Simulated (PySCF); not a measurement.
Calculated properties of `C[N+](C)(C)Cc1cccs1`

C8H14NS (charge +1).
Cartesian coordinates in Å at the GFN2-xTB level; atoms count from 1:
```
atom  x, y, z in Å
C1    -1.064    1.526   -0.458
N2    -1.239    0.077   -0.259
C3    -1.239   -0.224    1.182
C4    -2.524   -0.341   -0.847
C5    -0.128   -0.682   -0.943
C6     1.238   -0.345   -0.456
C7     1.956   -0.964    0.529
C8     3.244   -0.414    0.695
C9     3.493    0.607   -0.165
S10    2.169    0.925   -1.202
H11   -1.901    2.066   -0.020
H12   -0.143    1.861    0.014
H13   -1.012    1.757   -1.520
H14   -0.281    0.051    1.620
H15   -2.029    0.332    1.681
H16   -1.404   -1.288    1.343
H17   -2.663   -1.415   -0.731
H18   -3.347    0.171   -0.351
H19   -2.551   -0.099   -1.907
H20   -0.318   -1.746   -0.783
H21   -0.200   -0.467   -2.011
H22    1.592   -1.795    1.106
H23    3.954   -0.768    1.418
H24    4.384    1.195   -0.260
```

Some functional groups and rings: aromatic ring with sulfur.

**GFN2-xTB geometry**

```yaml
Point_group_of_the_GFN2-xTB_geometry: C1
Rotational_constants_A_B_C_of_the_GFN2-xTB_geometry: 2.449, 0.742, 0.659 GHz
```

PBE0/pcSseg-1 ground state and GIAO shieldings, non-relativistic (PySCF):

```yaml
HOMO_energy: -10.66 eV
LUMO_energy: -4.55 eV
HOMO–LUMO_gap: 6.11 eV
Lowest_Hirshfeld_atomic_charge: -0.05 e on C7/C8/C9
Highest_Hirshfeld_atomic_charge: +0.15 e on S10
13C_chemical_shifts_computed_TMS_as_zero_by_class: 146.1 (C9), 142.7 (C7), 135.5 (C8), 132.8 (C6), 66.4 (C5), 51.9 (C1/C3/C4) ppm
1H_chemical_shifts_computed_TMS_as_zero_by_class: 8.08 (H24), 7.73 (H23), 7.56 (H22), 4.35 (H20/H21), 3.05 (H11/H12/H13/H14/H15/H16/H17/H18/H19) ppm
Isotropic_shieldings_of_nuclei_other_than_C_and_H_by_class: 195 (N2), 243 (S10) ppm
Mayer_bond_orders_between_heavy_atoms: C1–N2 0.87, N2–C3 0.87, N2–C4 0.88, N2–C5 0.81, C5–C6 1.06, C6–C7 1.50, C7–C8 1.30, C8–C9 1.57, C9–S10 1.18, S10–C6 1.15
```

Monoisotopic mass of the ion (most abundant isotopes, electron mass counted): 156.0841 u.

With B = h/(8π²I), that is 505.379 GHz u Å² over I, the principal moments of inertia are 206.3, 681.1 and 766.6 u Å² (most abundant isotopes). The rotational constants make it an asymmetric top with κ = (2B − A − C)/(A − C) = -0.91, nearer the prolate limit (−1).

The structure is a single GFN2-xTB conformer in the gas phase; no vibrational or solvent corrections. NMR classes are plain means over equivalent atoms (diastereotopic ones count apart unless rotation or inversion swaps them), as if these changed places fast; in this geometry the members of some classes differ.
